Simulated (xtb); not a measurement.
C$_{5}$H$_{4}$N, doublet, geometry from GFN2-xTB; GFN2-xTB (xtb).

Here is a job for xtb.
```
$ xtb mol.xyz --gfn 2 --uhf 1 --ohess --json

# file mol.xyz
10

C      0.67023001    -1.21301268     0.01660638
C     -0.69813799    -1.21042624     0.01090450
C     -1.35138918     0.02093919    -0.00584071
C     -0.54991544     1.15118291    -0.01540279
N      0.76543740     1.10803952    -0.00945833
C      1.40217708    -0.05556826     0.00644601
H     -1.26564203    -2.13039141     0.01903934
H     -2.42934792     0.09083587    -0.01110606
H     -0.98188245     2.14375647    -0.02850853
H      2.48102376    -0.01916706     0.01050327
```

Question: Predict the main parts of the log of this xtb run.

Answer: 
```
   ID    Z sym.   atoms
    1    6 C      1-4, 6
    2    7 N      5
    3    1 H      7-10

           -------------------------------------------------
          |                Calculation Setup                |
           -------------------------------------------------

           -------------------------------------------------
          |                 G F N 2 - x T B                 |
           -------------------------------------------------

          ...................................................
          :                      SETUP                      :
          :.................................................:
          :  # basis functions                  28          :
          :  # atomic orbitals                  28          :
          :  # shells                           16          :
          :  # electrons                        29          :
          :  max. iterations                   250          :
          :  Hamiltonian                  GFN2-xTB          :
          :  restarted?                      false          :
          :  GBSA solvation                  false          :
          :  PC potential                    false          :
          :  electronic temp.          300.0000000     K    :
          :  accuracy                    1.0000000          :
          :  -> integral cutoff          0.2500000E+02      :
          :  -> integral neglect         0.1000000E-07      :
          :  -> SCF convergence          0.1000000E-05 Eh   :
          :  -> wf. convergence          0.1000000E-03 e    :
          :  Broyden damping             0.4000000          :
          :  net charge                          0          :
          :  unpaired electrons                  1          :
          ...................................................

 iter      E             dE          RMSdq      gap      omega  full diag
   1    -15.7907793 -0.157908E+02  0.530E+00    2.41       0.0  T
   2    -15.7992758 -0.849649E-02  0.361E+00    1.62       1.0  T
   3    -15.7323520  0.669237E-01  0.261E+00    2.54       1.0  T
   4    -15.8097768 -0.774248E-01  0.948E-01    1.71       1.0  T
   5    -15.8208197 -0.110429E-01  0.294E-01    1.97       1.0  T
   6    -15.8213334 -0.513708E-03  0.126E-01    2.00       1.0  T
   7    -15.8213610 -0.276557E-04  0.606E-02    2.00       1.0  T
   8    -15.8213891 -0.280491E-04  0.195E-02    2.01       1.6  T
   9    -15.8213916 -0.247360E-05  0.473E-03    2.01       6.7  T
  10    -15.8213915  0.445919E-07  0.434E-03    2.01       7.3  T
  11    -15.8213916 -0.131501E-06  0.747E-04    2.01      42.3  T
  12    -15.8213916 -0.303684E-08  0.217E-04    2.01     145.7  T

   *** convergence criteria satisfied after 12 iterations ***

         :::::::::::::::::::::::::::::::::::::::::::::::::::::
         ::                     SUMMARY                     ::
         :::::::::::::::::::::::::::::::::::::::::::::::::::::
         :: total energy             -15.546678605660 Eh    ::
         :: gradient norm              0.000076721753 Eh/a0 ::
         :: HOMO-LUMO gap              2.014063757820 eV    ::
         ::.................................................::
         :: SCC energy               -15.821388732158 Eh    ::
         :: -> isotropic ES            0.005279797234 Eh    ::
         :: -> anisotropic ES          0.000781500328 Eh    ::
         :: -> anisotropic XC          0.014170528141 Eh    ::
         :: -> dispersion             -0.006635098312 Eh    ::
         :: repulsion energy           0.274710126498 Eh    ::
         :: add. restraining           0.000000000000 Eh    ::
         :: total charge               0.000000000000 e     ::
         :::::::::::::::::::::::::::::::::::::::::::::::::::::

      -----------------------------------------------------------
     |                   =====================                   |
     |                        A N C O P T                        |
     |                   =====================                   |
     |               Approximate Normal Coordinate               |
     |                Rational Function Optimizer                |
      -----------------------------------------------------------
      -----------------------------------------------------------
     |                   =====================                   |
     |                        A N C O P T                        |
     |                   =====================                   |
     |               Approximate Normal Coordinate               |
     |                Rational Function Optimizer                |
      -----------------------------------------------------------

          ...................................................
          :                      SETUP                      :
          :.................................................:
          :   optimization level            normal          :
          :   max. optcycles                   200          :
          :   ANC micro-cycles                  20          :
          :   degrees of freedom                24          :
          :.................................................:
          :   RF solver                   davidson          :
          :   write xtbopt.log                true          :
          :   linear?                        false          :
          :   energy convergence         0.5000000E-05 Eh   :
          :   grad. convergence          0.1000000E-02 Eh/α :
          :   maxmium RF displ.          1.0000000          :
          :   Hlow (freq-cutoff)         0.1000000E-01      :
          :   Hmax (freq-cutoff)         5.0000000          :
          :   S6 in model hess.         20.0000000          :
          ...................................................

generating ANC from exact Hessian ...
Using Lindh-Hessian (1995)
 Shifting diagonal of input Hessian by    0.0000000000000000
 Lowest  eigenvalues of input Hessian
[...]
 * total energy  :   -15.5466786 Eh     change       -0.1366711E-09 Eh
   *** GEOMETRY OPTIMIZATION CONVERGED AFTER 1 ITERATIONS ***
         :: total energy             -15.546678605828 Eh    ::
[...]
     7   1 H    0.997 --     2 C    0.955
     8   1 H    0.999 --     3 C    0.968
     9   1 H    0.997 --     4 C    0.952
    10   1 H    0.997 --     6 C    0.960
 ---------------------------------------------------------------------------

Topologies differ in total number of bonds
Writing topology from bond orders to xtbtopo.mol

molecular dipole:
                 x           y           z       tot (Debye)
 q only:       -0.304      -0.064      -0.001
   full:       -0.656      -0.136      -0.001       1.703
molecular quadrupole (traceless):
                xx          xy          yy          xz          yz          zz
 q only:        1.868      -0.555      -0.517       0.020      -0.012      -1.351
Molecule has the following symmetry elements: (sigma)
It seems to be the Cs point group
  q+dip:        4.088      -0.249      -0.759       0.034      -0.030      -3.329
   full:        2.550      -0.762      -1.811       0.022       0.009      -0.739

           -------------------------------------------------
          |               Frequency Printout                |
           -------------------------------------------------
 projected vibrational frequencies (cm⁻¹)
eigval :       -0.00     0.00     0.00     0.00     0.00     0.00
eigval :      309.00   386.53   543.50   608.74   644.39   744.86
eigval :      883.14   885.26   909.72   942.12  1074.84  1090.85
eigval :     1112.91  1163.47  1227.59  1269.47  1380.97  1409.51
eigval :     1483.30  1582.85  3049.94  3060.06  3074.76  3077.46
 reduced masses (amu)
   1: 11.60   2: 11.42   3: 10.72   4: 11.50   5: 11.32   6: 10.86   7:  9.01   8: 10.39
   9: 12.05  10: 11.47  11: 10.10  12:  3.90  13:  3.65  14:  3.86  15:  4.04  16: 11.83
  17:  5.29  18:  9.93  19:  4.37  20:  3.11  21:  3.62  22: 10.45  23:  9.12  24:  9.50
  25: 11.86  26: 12.03  27:  1.78  28:  1.80  29:  1.88  30:  1.83
 IR intensities (km·mol⁻¹)
   1:  0.04   2:  0.25   3:  0.58   4:  0.05   5:  0.29   6:  1.24   7:  1.96   8:  0.17
   9: 29.78  10:  9.18  11: 13.73  12:  9.88  13:  0.17  14:  0.17  15:  0.07  16: 16.16
  17: 16.42  18:  1.16  19:  2.04  20:  1.96  21:  1.06  22:  3.61  23:  5.22  24: 31.17
  25: 21.86  26: 14.98  27: 14.89  28: 14.31  29: 57.94  30:  4.80
 Raman intensities (Ä⁴*amu⁻¹)
   1:  0.00   2:  0.00   3:  0.00   4:  0.00   5:  0.00   6:  0.00   7:  0.00   8:  0.00
   9:  0.00  10:  0.00  11:  0.00  12:  0.00  13:  0.00  14:  0.00  15:  0.00  16:  0.00
  17:  0.00  18:  0.00  19:  0.00  20:  0.00  21:  0.00  22:  0.00  23:  0.00  24:  0.00
  25:  0.00  26:  0.00  27:  0.00  28:  0.00  29:  0.00  30:  0.00
 output can be read by thermo (or use thermo option).
 writing <g98.out> molden fake output.
 recommended (thermochemical) frequency scaling factor: 1.0
           -------------------------------------------------
          |             Thermodynamic Functions             |
           -------------------------------------------------

cs  symmetry found (for desy threshold:  0.10E+00) used in thermo

          ...................................................
          :                      SETUP                      :
          :.................................................:
          :  # frequencies                          24      :
          :  # imaginary freq.                       0      :
          :  linear?                             false      :
          :  only rotor calc.                    false      :
          :  symmetry                               cs      :
          :  rotational number                       1      :
          :  scaling factor                  1.0000000      :
          :  rotor cutoff                   50.0000000 cm⁻¹ :
          :  imag. cutoff                  -20.0000000 cm⁻¹ :
          :.................................................:

    mode    ω/cm⁻¹     T·S(HO)/kcal·mol⁻¹    T·S(FR)/kcal·mol⁻¹   T·S(vib)
   ------------------------------------------------------------------------
   ------------------------------------------------------------------------

   temp. (K)  partition function   enthalpy   heat capacity  entropy
                                   cal/mol     cal/K/mol   cal/K/mol   J/K/mol
 298.15  VIB   2.03                 1050.823     10.775      4.927
         ROT  0.779E+05              888.752      2.981     25.363
         INT  0.158E+06             1939.575     13.756     30.290
         TR   0.668E+27             1481.254      4.968     38.963
         TOT                        3420.8293    18.7242    69.2536   289.7570

       T/K    H(0)-H(T)+PV         H(T)/Eh          T*S/Eh         G(T)/Eh
   ------------------------------------------------------------------------
    298.15    0.545144E-02    0.781597E-01    0.329046E-01    0.452551E-01
   ------------------------------------------------------------------------

         :::::::::::::::::::::::::::::::::::::::::::::::::::::
         ::                  THERMODYNAMIC                  ::
         :::::::::::::::::::::::::::::::::::::::::::::::::::::
         :: total free energy         -15.501423508172 Eh   ::
         ::.................................................::
         :: total energy              -15.546678605827 Eh   ::
         :: zero point energy           0.072708268603 Eh   ::
         :: G(RRHO) w/o ZPVE           -0.027453170948 Eh   ::
         :: G(RRHO) contrib.            0.045255097655 Eh   ::
         :::::::::::::::::::::::::::::::::::::::::::::::::::::

optimized geometry written to: xtbopt.xyz

           -------------------------------------------------
          | TOTAL ENERGY              -15.546678605827 Eh   |
          | TOTAL ENTHALPY            -15.468518898759 Eh   |
          | TOTAL FREE ENERGY         -15.501423508172 Eh   |
          | GRADIENT NORM               0.000076677870 Eh/α |
          | HOMO-LUMO GAP               2.014065912928 eV   |
           -------------------------------------------------

normal termination of xtb
```
